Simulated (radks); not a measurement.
Ar I, 18 electrons, occupied as [Ar].

All-electron calculation, scalar-relativistic Kohn-Sham, r2SCAN, spin-polarised, spherical densities, finite nucleus; meta-GGA in the generalised Kohn-Sham scheme; Fermi nuclear charge, rms radius 3.4274 fm; hard spherical wall at 6 bohr. Program: a radial shooting solver on a logarithmic mesh with Libxc functionals.

Energy parts (eV):
| part | energy |
|---|---|
| total | -14405.885 |
| kinetic | 14482.406 |
| electron-nucleus | -34372.148 |
| Hartree | 6327.811 |
| exchange-correlation | -843.954 |

Orbitals (lengths in bohr, moments of r in powers of bohr; r(90%) holds 90 % of the orbital's charge):
orbital  occ.  eigenvalue (eV)  r(90%)
1s          2        -3135.689   0.153
2s          2        -302.4198   0.643
2p          6        -233.0835   0.622
3s          2         -25.2779    2.15
3p          6         -10.5910    2.61
4s          0           4.5521    4.74
3d          0           6.9649    4.37
4p          0           8.5230    4.90

The highest occupied level is 3p at -10.591 eV. The pressure on the wall is 0.305 GPa. The electron density at the nucleus is 4347 e/bohr^3 (large components only).
